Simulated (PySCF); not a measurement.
C₄H₆OSe, SMILES O1C[C@H](C1=C)[SeH].

Geometry optimised at PBE0-D3(BJ)/def2-SVP. The structure was generated by enumeration; whether it is a known compound was not checked. The values are those of a single conformer.

These are CAM-B3LYP/def2-TZVP (PySCF) values and carry that method's errors.

The total energy comes out as -2632.84591 hartree and the highest occupied level is -7.97 eV. The lowest empty level comes out as 0.83 eV and the orbital gap comes out as 8.80 eV. The dipole moment is 2.20 D and the quadrupole, principal values (traceless, Buckingham form, about the centre of nuclear charge) is -5.37, -1.20, 6.57 D·Å. The mean static polarisability is 74.8 bohr³ (11.08 Å³). The polarisability, principal values comes out as 56.3, 77.6, 90.3 bohr³.
